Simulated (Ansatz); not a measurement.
CH₃BrF₂OSi, singlet, at a GFN2-xTB geometry, with bond 4-3 at 1.4 times its length; CASSCF(4,4)/STO-3G in Ansatz (a quantum-chemistry and plane-wave program).

Ansatz was given this input:
Ansatz 0.2 input:
```yaml
crystal:
  periodic: [false, false, false]
  atoms:
    - {symbol: C, position_ang: [-2.57232631, 0.15038163, -0.73162257]}
    - {symbol: O, position_ang: [-1.35093441, 0.83516464, -0.81622126]}
    - {symbol: Si, position_ang: [0.15812556, 0.40196436, -0.59666221]}
    - {symbol: F, position_ang: [1.00110902, -0.79294860, -2.26966819]}
    - {symbol: F, position_ang: [0.97066026, 1.75383097, -0.59295812]}
    - {symbol: Br, position_ang: [0.48946360, -0.71087601, 1.22486764]}
    - {symbol: H, position_ang: [-3.36450670, 0.89797686, -0.73616363]}
    - {symbol: H, position_ang: [-2.62643968, -0.43458832, 0.18899790]}
    - {symbol: H, position_ang: [-2.69085633, -0.51441109, -1.58880412]}
basis:
  gaussian:
    orbitals: STO-3G
hamiltonian:
  xc: hf
magnetization: {spin_polarized: false}
correlation: {active_space: {window: {electrons: 4, orbitals: 4}}}
```

What the program printed (banner, timings and long lists left out):

```
Functional definition: HF
604 factors; integrals over basis functions are off by at most 3.1e-5 eV
mean field evaluation 1: about -85418.1339 eV, gradient 3.4e1 eV
mean field evaluation 2: about -85418.2754 eV, gradient 3.4e1 eV
mean field evaluation 4: about -85425.2369 eV, gradient 2.2e0 eV
mean field evaluation 8: about -85425.2607 eV, gradient 6.4e-2 eV
mean field -85425.26068963 eV, -3139.3204270226 hartree, gradient 1.8e-6 eV, S^2 0.000000; 0 other end points of the search recorded, 0 dependent functions left out
reference -85425.26068963 eV, -3139.3204270226 hartree; 42, 42 occupied and 8, 8 virtual orbitals, 604 factors
state -85427.50718462 eV, -3139.4029841905 hartree
Total energy: -85427.50718462 eV, -3139.4029841905 hartree
```
